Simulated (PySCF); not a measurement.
C3H6BNO, SMILES CC#CB(N)O.

Geometry optimised at ωB97X-D3(BJ)/def2-SVP. This is a generated structure with no PubChem entry under its InChIKey; it may be hypothetical. Other conformers were not sampled.

The numbers are results of PBE0/def2-TZVP run with PySCF, not measurements.

Isolated molecule, no solvent.

Q: Estimate the frontier levels, gap, dipole moment and polarisability. (Estimate from the structure and the level; the computed values follow.)

A: 
- highest occupied level = -7.35 eV
- lowest empty level = 0.17 eV
- orbital gap = 7.51 eV
- dipole moment = 1.70 D
- quadrupole, principal values (traceless, Buckingham form, about the centre of nuclear charge) = -8.07, -1.63, 9.71 D·Å
- mean static polarisability = 60.9 bohr³ (9.03 Å³)
- polarisability, principal values = 41.0, 52.5, 89.2 bohr³
